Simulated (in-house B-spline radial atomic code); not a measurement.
The outermost shell (largest non-relativistic mean radius) with and without relativity; Dirac values are averaged over j. Computed with a B-spline radial code for spherical atoms: non-relativistic Hartree-Fock and Dirac-Hartree-Fock, averages of the configuration (point nuclei without relativity, finite nuclei with it).

| ion | configuration | outermost shell | radius non-relativistic (bohr) | radius Dirac (bohr) | radius change (%) | level non-relativistic (eV) | level Dirac (eV) | spin-orbit splitting (eV) |
| --- | --- | --- | --- | --- | --- | --- | --- | --- |
| As3+ | [Ar] 3d10 4s2 | 4s | 1.8099 | 1.7841 | -1.4277 | -47.388 | -48.099 | - |
| Se3+ | [Ar] 3d10 4s2 4p1 | 4p | 1.9121 | 1.9035 | -0.45137 | -41.930 | -42.03 | 0.54887 |
| Br3+ | [Ar] 3d10 4s2 4p2 | 4p | 1.79 | 1.7815 | -0.47378 | -45.541 | -45.656 | 0.70495 |
| Kr3+ | [Ar] 3d10 4s2 4p3 | 4p | 1.6839 | 1.6755 | -0.49985 | -49.211 | -49.344 | 0.88747 |
| Rb3+ | [Ar] 3d10 4s2 4p4 | 4p | 1.5908 | 1.5824 | -0.52878 | -52.944 | -53.098 | 1.099 |
| Sr3+ | [Ar] 3d10 4s2 4p5 | 4p | 1.5082 | 1.4998 | -0.56006 | -56.743 | -56.922 | 1.3422 |
| Zr3+ | [Kr] 4d1 | 4d | 1.8238 | 1.8429 | 1.0516 | -34.159 | -33.691 | 0.14626 |
| Nb3+ | [Kr] 4d2 | 4d | 1.6983 | 1.7147 | 0.96946 | -36.851 | -36.359 | 0.1974 |
| Mo3+ | [Kr] 4d3 | 4d | 1.5925 | 1.6069 | 0.90638 | -39.487 | -38.967 | 0.25673 |
| Tc3+ | [Kr] 4d4 | 4d | 1.5015 | 1.5144 | 0.85594 | -42.085 | -41.534 | 0.32498 |
| Ru3+ | [Kr] 4d5 | 4d | 1.4221 | 1.4337 | 0.81431 | -44.656 | -44.073 | 0.40289 |
| Rh3+ | [Kr] 4d6 | 4d | 1.352 | 1.3625 | 0.77906 | -47.210 | -46.591 | 0.49129 |
